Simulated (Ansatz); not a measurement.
```yaml
crystal:
  periodic: [false, false, false]
  atoms:
    - {symbol: F, position_ang: [-2.030889, 0.949865, 0.787826]}
    - {symbol: Si, position_ang: [-0.668560, 1.387972, 0.075635]}
    - {symbol: O, position_ang: [0.001018, 0.127523, -0.678120]}
    - {symbol: Ge, position_ang: [0.749626, -1.415518, -0.192254]}
    - {symbol: H, position_ang: [-1.003314, 2.415151, -0.932022]}
    - {symbol: H, position_ang: [0.211849, 1.900900, 1.153445]}
    - {symbol: H, position_ang: [1.349133, -1.233352, 1.211598]}
    - {symbol: H, position_ang: [1.829867, -1.694706, -1.242081]}
    - {symbol: H, position_ang: [-0.350131, -2.484135, -0.201126]}
basis:
  gaussian: {orbitals: pcseg-2}
magnetization: {spin_polarized: true, initial_magnetization: 1}
hamiltonian: {xc: {name: PBEsol}, dispersion: d4}
output: {forces: true}
```

```sh
$ ansatz run in.yaml --threads 4 --pin off --events-out ev --progress --plain --max-ram 10444MiB
```

It prints (some lines left out):

```
Error: a molecule whose nuclei and cores have a total charge of 68 cannot have a net charge of 0 together with 1 unpaired electrons
```

Problem. Something in this input is off. What?

Solution. The number of unpaired electrons doesn't fit the electron count. The input was rejected before any iteration.
